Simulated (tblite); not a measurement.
C7H14O2P (charge -1).
Geometry (GFN2-xTB, Å), atoms numbered from 1 in this order:
```
atom  x, y, z in Å
C1     2.9167    0.1845   -0.9071
C2     2.3500   -0.0357    0.2709
C3     1.4896   -1.1779    0.6026
P4    -0.1897   -0.7215    1.3563
O5     0.0410    0.2098    2.4962
O6    -0.8965   -2.0104    1.6035
C7    -1.0731    0.2043   -0.0346
C8    -1.0855   -0.6161   -1.3131
C9    -2.4852    0.3499    0.5146
C10   -0.4610    1.5770   -0.2531
H11    3.5122    1.0629   -1.1060
H12    2.7920   -0.4980   -1.7351
H13    2.4887    0.6704    1.0803
H14    1.9046   -1.7320    1.4525
H15    1.3628   -1.8669   -0.2326
H16   -0.1022   -0.6166   -1.7806
H17   -1.3588   -1.6425   -1.0758
H18   -1.8081   -0.2152   -2.0294
H19   -3.1326    0.9177   -0.1604
H20   -2.9132   -0.6370    0.6785
H21   -2.4396    0.8564    1.4779
H22   -0.3365    2.0664    0.7104
H23    0.5167    1.4942   -0.7230
H24   -1.1041    2.1962   -0.8854
```

Method: GFN2-xTB as coded in tblite; computed harmonic values from a numerical Hessian at the method's own geometry, unscaled. Errors from tens to a few hundred cm⁻¹ against measured bands are possible. One conformer, not necessarily the lowest.

Harmonic wavenumbers (cm⁻¹): 37.3, 83.5, 95.7, 153.1, 168.3, 184.3, 192.6, 217.6, 240.4, 259.8, 283.3, 287.2, 337.0, 363.6, 389.8, 420.1, 444.9, 472.6, 582.4, 621.1, 718.4, 784.7, 844.3, 867.0, 956.0, 957.9, 973.6, 975.1, 1014.4, 1024.3, 1032.4, 1056.1, 1087.5, 1150.8, 1187.4, 1221.3, 1229.2, 1241.4, 1256.0, 1279.6, 1388.6, 1390.7, 1412.5, 1418.7, 1449.1, 1484.1, 1497.1, 1499.7, 1501.9, 1507.6, 1517.0, 1692.2, 2904.5, 2930.0, 2938.0, 2946.4, 2975.9, 3009.1, 3012.1, 3020.9, 3026.1, 3026.7, 3030.6, 3049.0, 3062.7, 3078.6.

A = 1461, B = 1004, C = 818.8 MHz; mass 161.073 u (most abundant isotopes); point group C1, symmetry number 1.

What is the zero-point energy?

½Σν̃ = 43231 cm⁻¹ = 123.60 kcal/mol.

Entropy at 298.15 K, 1 bar (ideal gas, RRHO, classical rotation)?

Translation 41.17, rotation 29.97, vibration 39.52: S = 110.7 cal/(mol K).

And Cp and H(298.15 K) − H(0)?

Cp = 49.15 cal/(mol K), of which vibrations give 41.20 (their classical limit is 66 R = 131.2); H(298.15 K) − H(0) = 8.74 kcal/mol without the zero-point energy, 6.37 from vibrations.

What must be added to the electronic energy to get the Gibbs energy at 298.15 K and 1 bar?

ZPE + [H(298.15 K) − H(0)] − T·S = 123.60 + 8.74 − 32.99 = 99.35 kcal/mol.

Blend soft modes into free rotors: weight 1/[1 + (100 cm⁻¹/ν̃)⁴] for the oscillator and the rest for a rotor with moment μB/(μ + B), μ = h/(8π²ν), B = 10⁻⁴⁴ kg m². What vibrational entropy results?

37.11 cal/(mol K) in place of 39.52, which changes −T·S at 298.15 K by +0.72 kcal/mol.

Hindered rotation and anharmonicity are outside this model. Other conformers, if any are populated, would add a mixing term that is left out. The structure is chiral; the term R ln 2 for an equal mix with its mirror image is left out.
